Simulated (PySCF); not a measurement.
**SMILES [C@@H]1(C)CCOC[C@@H]1Cl, C$_{6}$H$_{11}$ClO**

Cartesian coordinates in Å; atom numbers follow the order of the lines, from 1:
```xyz
19

C     2.197   -0.072   -0.075
C     0.724    0.021    0.308
C    -0.036   -1.263   -0.030
C    -1.508   -1.106    0.353
O    -2.106   -0.008   -0.299
C    -1.470    1.202    0.004
C     0.017    1.201   -0.361
Cl    0.171    1.111   -2.140
H     2.715    0.851    0.174
H     2.669   -0.892    0.461
H     2.302   -0.251   -1.142
H     0.654    0.194    1.390
H     0.037   -1.452   -1.102
H     0.393   -2.111    0.504
H    -1.595   -0.980    1.445
H    -2.088   -1.978    0.047
H    -2.005    1.972   -0.557
H    -1.554    1.421    1.083
H     0.474    2.150   -0.070
```

Method: TDDFT CAM-B3LYP/def2-SVPD circular dichroism and optical rotation, one conformer, gas phase in PySCF 2.14.0. Geometry: GFN2-xTB.

Task: Draw the ECD and absorption spectra from the lowest 8 states, each a Gaussian of half-width 0.35 eV at 1/e height.

Result: 
```tsv
E (eV)	λ (nm)	Δε (L mol⁻¹ cm⁻¹)	ε (L mol⁻¹ cm⁻¹)
6.71	185	+0.91	143
6.81	182	+1.88	307
6.91	179	+3.27	567
7.01	177	+4.82	903
7.11	174	+5.98	1250
7.21	172	+6.33	1510
7.31	170	+5.91	1640
7.41	167	+5.34	1670
7.51	165	+5.38	1720
7.61	163	+6.20	1920
7.71	161	+7.06	2360
7.81	159	+6.74	2980
7.91	157	+4.51	3600
8.01	155	+0.79	4000
8.11	153	-3.02	4010
```
Δε uses R in velocity form, ε uses f in length form. Only the states computed contribute, so the short-wavelength end is incomplete.
